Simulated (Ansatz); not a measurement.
Mulliken charges of CH4BrFSSi (`C[Si](F)(S)Br`) from B3LYP/def2-TZVPP in Ansatz (PBE0-D4/def2-TZVP geometry).

```json
{"atom": "C1", "x (Å)": "-0.139", "y (Å)": "-0.862", "z (Å)": "-0.824", "charge (e)": "-0.377"}
{"atom": "Si2", "x (Å)": "0.498", "y (Å)": "0.434", "z (Å)": "0.323", "charge (e)": "0.675"}
{"atom": "F3", "x (Å)": "1.360", "y (Å)": "-0.293", "z (Å)": "1.449", "charge (e)": "-0.302"}
{"atom": "S4", "x (Å)": "-0.998", "y (Å)": "1.637", "z (Å)": "1.215", "charge (e)": "-0.234"}
{"atom": "Br5", "x (Å)": "1.827", "y (Å)": "1.849", "z (Å)": "-0.728", "charge (e)": "-0.215"}
{"atom": "H6", "x (Å)": "0.693", "y (Å)": "-1.431", "z (Å)": "-1.246", "charge (e)": "0.118"}
{"atom": "H7", "x (Å)": "-0.794", "y (Å)": "-1.553", "z (Å)": "-0.287", "charge (e)": "0.106"}
{"atom": "H8", "x (Å)": "-0.703", "y (Å)": "-0.405", "z (Å)": "-1.638", "charge (e)": "0.123"}
{"atom": "H9", "x (Å)": "-1.655", "y (Å)": "0.577", "z (Å)": "1.720", "charge (e)": "0.105"}
```

**Question.** By hand: the dipole of these point charges (1 e Å = 4.8032 D).

**Answer.** Σ q r = (-0.444, -0.397, -0.235) e Å, of length 0.640 e Å = 3.07 D.

**Question.** How does the dipole of the full density compare? (An estimate is asked.)

**Answer.** Ansatz gave: (-0.343, -0.335, -0.159) e Å, 2.43 D; the point charges give 1.26 times that, at 4° from its direction.

Point charges leave out the atoms' own dipoles, such as those of lone pairs, and Mulliken's split depends on the basis, so the two needn't agree.

B3LYP here is the variant with VWN-RPA as its local correlation; programs differ in this.
